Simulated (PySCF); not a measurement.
## How methods differ on the excitation energy of N

N [He] 2s2 2p3 (4S) → N [He] 2s1 2p4 (4P), as a difference of total energies. All numbers are calculated (PySCF 2.14, scalar relativity by spin-free X2C-1e, in dyall-acv3z (15s9p4d2f, 76 functions)). Correlated levels: valence: 1s2 frozen; virtual orbitals above 40 to 60 times the deepest correlated orbital energy dropped. The calculations carry no spin-orbit coupling.

| method | excitation energy (cm⁻¹) |
| --- | --- |
| UHF | 87877 |
| MP2 (valence) | 89286 |
| SCS-MP2 (valence) | 89456 |
| CCSD (valence) | 87949 |
| CCSD(T) (valence) | 87404 |

Errors of the correlated levels include the incompleteness of this basis and the frozen core.

The coupled-cluster amplitudes are large for the upper state (T1 above 0.03 or a double amplitude above 0.15), so a single reference is strained.

For comparison: 88132 cm⁻¹ (measured; NIST levels, between the centres of gravity of the two terms).
